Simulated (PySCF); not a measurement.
Computed IR spectrum (relative IR intensity) of a molecule C2H8N2Si2. The structure is a stationary point at PBE-D3(BJ)/def2-SVP. One conformer was computed; it need not be the lowest. Calculation: PBE-D3(BJ)/def2-SVP (PySCF). Frequencies are harmonic and unscaled.

```
ν (cm⁻¹)  relative intensity
--------  ------------------
121                      2.5
237                       26
284                       14
335                       50
379                       24
422                      2.9
482                      7.3
551                      4.4
634                       18
647                       23
764                       88
840                       37
883                      100
922                       60
948                      5.0
1141                     6.2
1311                     6.9
1374                      13
1386                     7.4
1485                      22
1567                      47
2121                      58
2133                      85
2146                      79
2957                     5.0
3039                     2.5
3075                     4.5
3500                      19
3601                      18
```

Q: Which molecule gave these data?
(A) C#C[Si@H](N)N[SiH3]
(B) C1=N[SiH2]CN[SiH2]1
(C) [SiH3]N[Si@H]1C=NC1
(D) CC1=N[SiH2][Si@H]1N

A: D, CC1=N[SiH2][Si@H]1N
